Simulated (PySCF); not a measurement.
Compound: [GeH5]- (charge -1).
Structure used (PBE0-D3(BJ)/def2-SVP), in Å, numbered top down from 1:
```xyz
6
GeH5 angstrom
Ge    -0.0001    0.0000    0.0000
H     -0.0224   -0.0092    1.7190
H      0.0216    0.0091   -1.7190
H      1.5936    0.0128    0.0206
H     -0.8075    1.3744   -0.0031
H     -0.7853   -1.3871   -0.0174
```

Level of theory: PBE0-D3(BJ)/def2-SVP geometry optimisation, gas phase (PySCF 2.14.0).

Take the most abundant isotopes and a rigid rotor. 

Q: Give the principal moments of inertia and the rotational constants in MHz.

A: Ia = 7.68, Ib = 9.80, Ic = 9.80 u·Å²; 505379 MHz·u·Å²/I gives A = 65786, B = 51590, C = 51566 MHz.

Q: What kind of rotor is it?

A: A prolate symmetric top, as the point group D3h requires two equal moments; the computed ones differ by 0.05 % because the geometry is symmetric only within the optimiser's tolerance. Ray's parameter κ = (2B − A − C)/(A − C) = -0.997; −1 is the prolate and +1 the oblate limit.

The point group D3h allows no dipole (computed: 0.00 D (about the centre of mass, as the species is charged)), so a rigid rotor has no electric-dipole lines.

Q: Estimate the classical rotational partition function at 100 K and 298.15 K.

A: Point group D3h, symmetry number σ = 6; q = (√π/σ)·√((kT/h)³/(ABC)), k/h = 20836.6 MHz/K: 67.2 at 100 K, 346 at 298.15 K.

PBE0-D3(BJ)/def2-SVP frequencies: not computed here. The geometry's basis has no diffuse functions, a weakness for an anion. Zero-point vibration and centrifugal distortion are left out.
